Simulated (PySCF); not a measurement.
Magnetic shielding above rings: a mixed set.

Probes without a nucleus sit at each ring's centroid and 1 Å off its mean plane on both sides; NICS is minus the shielding there, NICSzz its component along the normal. Level: GIAO PBE0/pcSseg-1 (PySCF, non-relativistic, gas phase) on the GFN2-xTB geometries, one conformer each. Atom numbers follow the mapped SMILES.

Task: Order these rings by mean NICS(1)zz, lowest (most negative) first (ppm).
A. ring N3–C4–P5–C6–C8 in `[CH2:1]=[CH:2][n:3]1[cH:4][p:5][c:6]([SiH3:7])[cH:8]1`
B. ring C3–C4–O5–C6–C8–O9 in `[N:1]#[C:2][C@@H:3]1[CH2:4][O:5][C@@H:6]([F:7])[CH2:8][O:9]1`
C. ring C2–C3–O4–C5–C6–O8 in `[F:1][C:2]1=[CH:3][O:4][CH:5]=[C:6]([F:7])[O:8]1`
D. ring C2–C3–O5–C6–C7–O8 in `[F:1][C:2]1=[C:3]([F:4])[O:5][CH:6]=[CH:7][O:8]1`
E. ring C3–C4–C5–C6–C7–P8 in `[O:1]=[CH:2][c:3]1[cH:4][cH:5][cH:6][cH:7][p:8]1`
F. ring C3–C4–C5–C6–C7–C8 in `[N:1]#[C:2][c:3]1[cH:4][cH:5][cH:6][cH:7][c:8]1[NH2:9]`
G. ring C2–O3–C4–C5–C7 in `[O:1]=[C:2]1[O:3][CH2:4][C:5]([F:6])=[C:7]1[F:8]`

Result: E (-25.9), A (-24.8), F (-22.5), G (-5.7), B (2.8), C (16.2), D (17.7).

```
                  SMILES                                                       ring  NICS(0)  NICS(1)  NICS(1)zz   HOMA  rms pucker (Å)  ring atoms with four or more neighbours
             O=Cc1ccccp1          6-membered ring with P; formal bonds all aromatic     -6.9    -10.4      -25.9   0.91            0.00                                        0
      C=Cn1cpc([SiH3])c1    5-membered ring with N and P; formal bonds all aromatic    -10.4    -10.4      -24.8   0.75            0.00                                        0
            N#Cc1ccccc1N           6-membered carbocycle; formal bonds all aromatic     -8.0     -9.7      -22.5   0.96            0.00                                        0
          O=C1OCC(F)=C1F    5-membered ring with O; formal bonds 1 double, 4 single     -9.3     -4.3       -5.7      –            0.00                                        1
N#C[C@@H]1CO[C@@H](F)CO1          6-membered ring with 2 O; formal bonds all single     -1.1     -0.6        2.8      –            0.21                                        4
          FC1=COC=C(F)O1  6-membered ring with 2 O; formal bonds 2 double, 4 single      3.6      3.4       16.2  -0.81            0.00                                        0
          FC1=C(F)OC=CO1  6-membered ring with 2 O; formal bonds 2 double, 4 single      4.0      3.7       17.7  -0.80            0.00                                        0
```

NICS(0) gives another order. The isotropic NICS(1) ties some rings at the printed digit and otherwise keeps the order. Over the 5 rings with a HOMA value its correlation coefficient with NICS(1)zz is -0.99. HOMA uses Krygowski's 1993 parameters; it is left out where a ring has a four-coordinate atom, a triple bond, no multiple bond or a kind of bond without parameters. NICS(1) and NICS(1)zz are means over the two faces.
